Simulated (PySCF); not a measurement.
LiSb: one state, many levels of theory

State: ³Σ⁻ (triplet), unpaired electrons π ↑↑. Set-up: basis Li x2c-SVPall, Sb x2c-SVPall; spin-free X2C with a Gaussian nucleus; PySCF 2.14. De refers to Li + Sb in their high-spin ground configurations, without counterpoise correction. The functionals are run spin-unrestricted. A positive dipole means Li(−)Sb(+).

```json
{"Level": "UHF", "Re (Å)": "2.660", "ωe (cm⁻¹)": "392", "De (eV)": "0.60", "μ (D)": "-7.03", "CPU s a point (SCF and correlation, without the integrals)": "0.1"}
{"Level": "UHF-MP2", "Re (Å)": "2.657", "ωe (cm⁻¹)": "390", "De (eV)": "1.06", "μ (D)": "n/a", "CPU s a point (SCF and correlation, without the integrals)": "0.15"}
{"Level": "UHF-SCS-MP2", "Re (Å)": "2.663", "ωe (cm⁻¹)": "384", "De (eV)": "1.05", "μ (D)": "n/a", "CPU s a point (SCF and correlation, without the integrals)": "n/a"}
{"Level": "UHF-CCSD", "Re (Å)": "2.665", "ωe (cm⁻¹)": "379", "De (eV)": "1.09", "μ (D)": "n/a", "CPU s a point (SCF and correlation, without the integrals)": "n/a"}
{"Level": "UHF-CCSD(T)", "Re (Å)": "2.668", "ωe (cm⁻¹)": "377", "De (eV)": "1.12", "μ (D)": "n/a", "CPU s a point (SCF and correlation, without the integrals)": "1.1"}
{"Level": "PBE", "Re (Å)": "2.626", "ωe (cm⁻¹)": "387", "De (eV)": "1.61", "μ (D)": "-5.72", "CPU s a point (SCF and correlation, without the integrals)": "0.63"}
{"Level": "PBEsol", "Re (Å)": "2.618", "ωe (cm⁻¹)": "390", "De (eV)": "1.70", "μ (D)": "-5.89", "CPU s a point (SCF and correlation, without the integrals)": "0.47"}
{"Level": "r²SCAN", "Re (Å)": "2.631", "ωe (cm⁻¹)": "394", "De (eV)": "1.61", "μ (D)": "-6.46", "CPU s a point (SCF and correlation, without the integrals)": "0.93"}
{"Level": "B3LYP", "Re (Å)": "2.612", "ωe (cm⁻¹)": "398", "De (eV)": "1.66", "μ (D)": "-5.94", "CPU s a point (SCF and correlation, without the integrals)": "0.73"}
{"Level": "PBE0", "Re (Å)": "2.614", "ωe (cm⁻¹)": "400", "De (eV)": "1.55", "μ (D)": "-6.30", "CPU s a point (SCF and correlation, without the integrals)": "1.2"}
{"Level": "r²SCAN0", "Re (Å)": "2.619", "ωe (cm⁻¹)": "404", "De (eV)": "1.59", "μ (D)": "-6.68", "CPU s a point (SCF and correlation, without the integrals)": "0.98"}
{"Level": "CAM-B3LYP", "Re (Å)": "2.587", "ωe (cm⁻¹)": "414", "De (eV)": "1.66", "μ (D)": "-6.31", "CPU s a point (SCF and correlation, without the integrals)": "1.5"}
```

The bond length runs from 2.587 Å (CAM-B3LYP) to 2.668 Å (UHF-CCSD(T)). De spans 0.60 eV (UHF, mean field) to 1.70 eV (PBEsol, GGA). Correlation at CCSD(T) changes the Hartree–Fock bond energy by +0.52 eV; the triples alone change it by +0.03 eV.

Correlated steps freeze 18 core orbitals. Correlated levels converge slowly with the basis: in double zeta they bind strong bonds too weakly, by up to about 1 eV, and carry superposition errors of some tenths. These are scalar-relativistic numbers at best; spin–orbit coupling would shift them, the dissociation energy most. The state is the lowest determinant that a PBE0 search found; another state may lie lower at other levels.

The whole job (state search and all levels along the bond) took about 2.2 min on 1 thread of Intel Xeon 6975P-C (shared host), peak memory 0.51 GiB.
